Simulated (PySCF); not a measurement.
Isomers of C3H12OSSi3, mass 179.992 u with the commonest isotopes. Method used: PBE0/pcSseg-1 in PySCF (dipole) on a GFN2-xTB geometry, gas phase. One conformer each, none proved a minimum here; rigid rotors.

Question: Order these by out-of-plane moment Σ m c² = (Ia + Ib − Ic)/2, smallest first.
A. `[CH3:1][C:2](=[O:3])[SiH2:4][C@H:5]([SiH3:6])[S:7][SiH3:8]` with C1–C2–Si4–C5 162°, C2–Si4–C5–Si6 38°, Si4–C5–S7–Si8 59°
B. `[CH3:1][S:2][SiH2:3][C:4]([SiH3:5])([SiH3:6])[CH:7]=[O:8]` with C1–S2–Si3–C4 179°, S2–Si3–C4–Si5 70°, Si3–C4–C7–O8 -119°
C. `[CH3:1][S:2][Si:3]([SiH3:4])([SiH3:5])[C:6]([CH3:7])=[O:8]` with C1–S2–Si3–Si4 66°, S2–Si3–C6–C7 -7°
D. `[O:1]=[CH:2][C@H:3]([SH:4])[CH2:5][SiH2:6][SiH2:7][SiH3:8]` with O1–C2–C3–S4 131°, C2–C3–S4–H -66°, C2–C3–C5–Si6 -47°, C3–C5–Si6–Si7 99°, C5–Si6–Si7–Si8 -13°

Answer: D (92.49 u·Å²), B (141.34 u·Å²), A (159.64 u·Å²), C (268.01 u·Å²).

Question: Order these by rotational constant A, largest first.
A. `[CH3:1][S:2][Si:3]([SiH3:4])([SiH3:5])[C:6]([CH3:7])=[O:8]` with C1–S2–Si3–Si4 66°, S2–Si3–C6–C7 -7°
B. `[CH3:1][C:2](=[O:3])[SiH2:4][C@H:5]([SiH3:6])[S:7][SiH3:8]` with C1–C2–Si4–C5 162°, C2–Si4–C5–Si6 38°, Si4–C5–S7–Si8 59°
C. `[O:1]=[CH:2][C@H:3]([SH:4])[CH2:5][SiH2:6][SiH2:7][SiH3:8]` with O1–C2–C3–S4 131°, C2–C3–S4–H -66°, C2–C3–C5–Si6 -47°, C3–C5–Si6–Si7 99°, C5–Si6–Si7–Si8 -13°
D. `[CH3:1][S:2][SiH2:3][C:4]([SiH3:5])([SiH3:6])[CH:7]=[O:8]` with C1–S2–Si3–C4 179°, S2–Si3–C4–Si5 70°, Si3–C4–C7–O8 -119°

Answer: D (1514 MHz), C (1410 MHz), B (1136 MHz), A (921.0 MHz).

Question: Order these by dipole moment, smallest first.
A. `[CH3:1][S:2][SiH2:3][C:4]([SiH3:5])([SiH3:6])[CH:7]=[O:8]` with C1–S2–Si3–C4 179°, S2–Si3–C4–Si5 70°, Si3–C4–C7–O8 -119°
B. `[CH3:1][S:2][Si:3]([SiH3:4])([SiH3:5])[C:6]([CH3:7])=[O:8]` with C1–S2–Si3–Si4 66°, S2–Si3–C6–C7 -7°
C. `[O:1]=[CH:2][C@H:3]([SH:4])[CH2:5][SiH2:6][SiH2:7][SiH3:8]` with O1–C2–C3–S4 131°, C2–C3–S4–H -66°, C2–C3–C5–Si6 -47°, C3–C5–Si6–Si7 99°, C5–Si6–Si7–Si8 -13°
D. `[CH3:1][C:2](=[O:3])[SiH2:4][C@H:5]([SiH3:6])[S:7][SiH3:8]` with C1–C2–Si4–C5 162°, C2–Si4–C5–Si6 38°, Si4–C5–S7–Si8 59°

Answer: C (1.70 D), B (2.17 D), A (2.92 D), D (3.33 D).

```json
{"SMILES": "O=C[C@H](S)C[SiH2][SiH2][SiH3]", "point group": "C1", "Ia (u·Å²)": "358.37", "Ib (u·Å²)": "830.11", "Ic (u·Å²)": "1003.50", "κ": "-0.77", "μa (D)": "1.68", "μb (D)": "0.18", "μc (D)": "0.05"}
{"SMILES": "CS[SiH2]C([SiH3])([SiH3])C=O", "point group": "C1", "Ia (u·Å²)": "333.86", "Ib (u·Å²)": "829.64", "Ic (u·Å²)": "880.81", "κ": "-0.92", "μa (D)": "2.42", "μb (D)": "0.89", "μc (D)": "1.37"}
{"SMILES": "CC(=O)[SiH2][C@H]([SiH3])S[SiH3]", "point group": "C1", "Ia (u·Å²)": "444.80", "Ib (u·Å²)": "608.38", "Ic (u·Å²)": "733.91", "κ": "-0.37", "μa (D)": "2.64", "μb (D)": "1.54", "μc (D)": "1.31"}
{"SMILES": "CS[Si]([SiH3])([SiH3])C(C)=O", "point group": "C1", "Ia (u·Å²)": "548.75", "Ib (u·Å²)": "680.48", "Ic (u·Å²)": "693.20", "κ": "-0.86", "μa (D)": "2.14", "μb (D)": "0.39", "μc (D)": "0.03"}
```
